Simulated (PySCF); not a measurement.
SMILES [SiH3][Bi]([SiH3])[Br], PBE0/def2-SVP optimised geometry.

```
10

Bi     1.60     1.02     0.00
Br     1.62     1.89    -2.50
Si     1.57    -1.52    -0.87
H      0.50    -1.71    -1.89
H      1.33    -2.43     0.30
H      2.91    -1.83    -1.46
Si    -1.08     1.02     0.00
H     -1.57     0.34     1.24
H     -1.60     0.30    -1.20
H     -1.55     2.43     0.00
```

Density from PBE0/def2-TZVP, def2 effective core potentials past Kr (PySCF) at that geometry. The core electrons that the potentials of Bi replace are not part of the density.

Minimum of the electron density along straight lines between bonded atoms, close to the bond critical point (lines longer than 1.1 times the sum of covalent radii, or with two minima, are not listed):

```csv
bond,length / Å,ρ at the minimum / e bohr⁻³,∇²ρ there / e bohr⁻⁵,position (fraction from the first atom)
Bi1–Br2,2.650,?,?,0.48
Bi1–Si3,2.680,0.069,-0.05,0.54
Si3–H4,1.492,0.119,0.15,0.49
Si3–H5,1.498,0.117,0.15,0.49
Si3–H6,1.493,0.119,0.15,0.49
Bi1–Si7,2.680,0.069,-0.05,0.54
Si7–H8,1.498,0.117,0.15,0.49
Si7–H9,1.492,0.119,0.15,0.49
Si7–H10,1.493,0.119,0.15,0.49
```

### Question
What belongs in the gaps?

### Answer

- Bi1–Br2, ρ at the minimum / e bohr⁻³: 0.065
- Bi1–Br2, ∇²ρ there / e bohr⁻⁵: 0.08
